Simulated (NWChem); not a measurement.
BiCl2F; SMILES [F][Bi]([Cl])[Cl]

def2 effective core potentials on Bi; no spin-orbit coupling.

**Question.** Give the equilibrium geometry at PBE-D3(BJ)/def2-SVP with def2 effective core potentials on Bi (NWChem) as a list of bonds and angles, with the point group.

**Answer.** point group Cs; any orientation.
Bonds (Å): Bi1–F2 2.052, Bi1–Cl3 2.479, Bi1–Cl4 2.479. Bond angles (°): F2–Bi1–Cl3 98.3, F2–Bi1–Cl4 98.3, Cl3–Bi1–Cl4 100.2.
